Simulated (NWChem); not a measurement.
Molecule: InHOI$_{2}$; SMILES [OH][In]([I])[I]

```xyz
5

In     0.7149     0.0093     0.0000
I     -0.5619    -2.3275     0.0000
I     -0.5649     2.3257     0.0000
O      2.7008     0.0586     0.0000
H      3.0842    -0.8276     0.0000
```
Atoms are numbered in this order, from 1.

Program: NWChem. The geometry was optimised at PBE0/def2-SVP. def2 effective core potentials on In, I; no spin-orbit coupling. Total energies compare along this basis series because the functional is fixed.

```json
[
 {"level": "Hartree-Fock/def2-SVP", "basis functions": "97", "energy (Ha)": "-858.0275", "highest occupied level (eV)": "-10.34", "orbital gap (eV)": "10.87", "dipole (D)": "1.33"},
 {"level": "Hartree-Fock/def2-SVPD", "basis functions": "133", "energy (Ha)": "-858.0413", "highest occupied level (eV)": "-10.40", "orbital gap (eV)": "10.47", "dipole (D)": "1.22"},
 {"level": "Hartree-Fock/def2-TZVP", "basis functions": "187", "energy (Ha)": "-858.1524", "highest occupied level (eV)": "-10.37", "orbital gap (eV)": "10.80", "dipole (D)": "1.24"},
 {"level": "Hartree-Fock/def2-TZVPP", "basis functions": "195", "energy (Ha)": "-858.1541", "highest occupied level (eV)": "-10.37", "orbital gap (eV)": "10.80", "dipole (D)": "1.20"}
]
```
